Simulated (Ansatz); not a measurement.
B₄As₅H₁₆²⁺, a cluster cut from zinc blende BAs (hydrogen-capped). Charge 2, multiplicity 2. Geometry r2SCAN-D4/def2-SVP, that of the charge +1 singlet.

Cartesian coordinates in Å:
```
B 1.521 -1.250 0.087
B -1.954 -1.392 -0.654
B -0.199 0.948 2.290
B -0.042 1.554 -1.211
As 1.290 -0.428 1.967
As -0.148 -2.345 -0.441
As 1.620 0.333 -1.231
As -1.652 0.354 -1.691
As -0.216 2.270 0.719
H 2.520 -1.928 0.031
H -2.293 -1.063 0.463
H -2.726 -2.101 -1.257
H 0.004 1.540 3.324
H -1.243 0.334 2.222
H 0.072 2.462 -2.000
H 1.150 -1.563 2.943
H 2.652 0.090 2.348
H -0.283 -3.470 0.548
H 0.251 -3.114 -1.673
H 1.882 -0.166 -2.628
H 2.865 1.143 -0.983
H -1.560 0.137 -3.179
H -2.890 1.206 -1.619
H 0.839 3.337 0.846
H -1.460 3.112 0.779
```

At PBE-D4/def2-SVP an occupied level lies above an empty one. At PBE-D4/def2-SVP the gap within one spin of the charge 2 doublet nearly closes, so an electron or hole may be smeared out by delocalisation error.

(1) Estimate the α-spin orbital energies around the gap (eV) in Ansatz with PBE-D4/def2-SVP, PBE0-D4/def2-SVP.

Results:

(1) 
| orbital | PBE-D4/def2-SVP | PBE0-D4/def2-SVP |
| --- | --- | --- |
| HOMO−5 | -15.66 | -16.95 |
| HOMO−4 | -15.58 | -16.77 |
| HOMO−3 | -15.15 | -16.45 |
| HOMO−2 | -15.13 | -16.37 |
| HOMO−1 | -14.85 | -16.05 |
| HOMO | -14.84 | -16.00 |
| LUMO | -9.17 | -8.39 |
| LUMO+1 | -8.99 | -8.21 |
| LUMO+2 | -8.30 | -7.45 |
| LUMO+3 | -8.29 | -7.44 |
| LUMO+4 | -8.02 | -7.11 |
| LUMO+5 | -7.95 | -7.06 |
| β HOMO | -14.67 | -15.59 |
| β LUMO | -14.78 | -14.65 |
